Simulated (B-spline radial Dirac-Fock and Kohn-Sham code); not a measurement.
Kohn-Sham estimates against Dirac-Fock for the levels of Pm²⁷⁺

System: Pm²⁷⁺ in the configuration 1s2 2s2 2p6 3s2 3p6 3d10 4s2 4p4.

The density-functional columns are spherical, spin-unpolarised Dirac-Kohn-Sham results without Breit or QED terms: −ε is minus the orbital energy of the initial state and ΔSCF the difference of two total energies. The reference in the last column comes from Dirac-Fock energy differences between relaxed states, corrected for Breit and QED terms. All numbers are from a B-spline atomic structure program, in eV; a selection of levels is shown. The Kohn-Sham columns are given as differences from the reference. For the 1s level of heavy atoms much of the gap between ΔSCF and the reference is the Breit and QED part, -184.6 eV here; for other levels the error of the functional can be larger.

| level | LDA −ε − DF | LDA ΔSCF − DF | Dirac-Fock |
| --- | --- | --- | --- |
| K | -279.8 | +172.2 | 46128.3 |
| L1 | -155.0 | -56.5 | 8367.8 |
| L2 | -118.7 | +0.6 | 7950.7 |
| M1 | -83.7 | -42.0 | 2542.5 |
| M2 | -68.6 | -25.3 | 2365.1 |
| M4 | -46.3 | +0.1 | 1947.4 |
| M5 | -46.9 | -1.2 | 1922.6 |
| N1 | -23.4 | -2.1 | 1103.0 |
| N2,3 | -17.4 | +3.4 | 1008.8 |

Values without a named source are computed, but for edge energies of neutral atoms, which are taken from tables.
